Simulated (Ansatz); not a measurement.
Cost and result for the atomization energy of C$_{2}$H$_{8}$S$_{2}$Sn, SMILES `C[S][SnH2][S]C` (13 atoms, 12 bonds).

```xyz
13

C    -0.740   -2.008   -0.181
S    -1.787   -0.653    0.430
Sn   -0.962    1.155   -0.914
S     0.637    2.412    0.349
C     1.578    1.038    1.073
H    -0.802   -2.105   -1.265
H     0.300   -1.880    0.117
H    -1.124   -2.921    0.273
H    -2.220    2.224   -1.328
H    -0.220    0.406   -2.264
H     2.151    0.501    0.317
H     0.916    0.353    1.603
H     2.272    1.479    1.789
```

The species carries charge 0 and has multiplicity 1. Correlated methods include outer-core shells of Sn, which these sets cover unevenly. Sn takes the def2 core potential. The geometry is a stationary point of PBE0-D4/def2-TZVP. It is one conformer, not always the lowest. Program: Ansatz. All runs use 2 threads of an AMD EPYC 7R13 on a shared host and a share of an NVIDIA H100 80 GB. Times are those of one run each, without the atoms' runs, and a repeat can differ threefold. Electronic energies, without spin–orbit coupling; frozen cores. CCSD(T)/CBS adds CCSD(T) − MP2 in def2-TZVPP to the MP2 limit, and its time is that of the two runs behind it. T1 = 0.012. With those shells the extrapolation isn't a true limit. B3LYP takes the VWN-RPA correlation (the form of Gaussian; ORCA's B3LYP/G).

CCSD(T)/CBS is a level of theory with its own doubt, some kJ/mol a heavy atom from the limit and from the frozen cores, so smaller differences don't rank the functionals.

| level | functions | wall time | atomization (kJ/mol) | difference from CCSD(T)/CBS | per bond |
| --- | --- | --- | --- | --- | --- |
| PBE0-D4/def2-TZVPP | 308 | 1.7 s | 4236.4 | -13.2 | -1.1 |
| PBE-D4/def2-TZVPP (with forces) | 308 | 2.1 s | 4285.5 | 35.9 | 3.0 |
| r2SCAN-D4/def2-TZVPP (with forces) | 308 | 2.4 s | 4240.5 | -9.1 | -0.8 |
| B3LYP-D4/def2-TZVPP (with forces) | 308 | 2.5 s | 4217.3 | -32.3 | -2.7 |
| ωB97X-V/def2-TZVPP | 308 | 2.9 s | 4258.1 | 8.5 | 0.7 |
| ωB97M-V/def2-TZVPP (with forces) | 308 | 3.5 s | 4245.8 | -3.8 | -0.3 |
| B2PLYP/def2-TZVPP | 308 | 3.7 s | 4156.5 | -93.1 | -7.8 |
| MP2/def2-QZVPP | 576 | 4.7 s | 4209.0 | -40.6 | -3.4 |
| CCSD(T)/def2-TZVPP | 308 | 6.5 s | 4126.2 | -123.4 | -10.3 |
| CCSD(T)/CBS(def2) | – | 11 s | 4249.6 | 0.0 | 0.0 |

In def2-TZVPP, CCSD(T) changes the Hartree–Fock value by +1066.5 kJ/mol (the triples alone add +65.8 kJ/mol) and MP2 by +1076.6 kJ/mol; breaking electron pairs costs correlation energy, which Hartree–Fock lacks. The D4 term adds +57.4 kJ/mol with B3LYP and +30.7 kJ/mol with PBE0; it sums over pairs of atoms, weighted by their polarisabilities, and B3LYP, whose exchange is more repulsive, gets the larger term. From PBE to PBE0 (25 % exact exchange), in def2-TZVPP and without D4, the atomization energy moves by −44.4 kJ/mol: exact exchange takes away binding that semilocal exchange gives to molecules.

Spin–orbit coupling would lower the free Sn atoms strongly, and the atomization energy with them, by more than many differences here. For some Ge, Se and Sn compounds the MP2-based and the directly extrapolated limit differ by 10 to 25 kJ/mol.
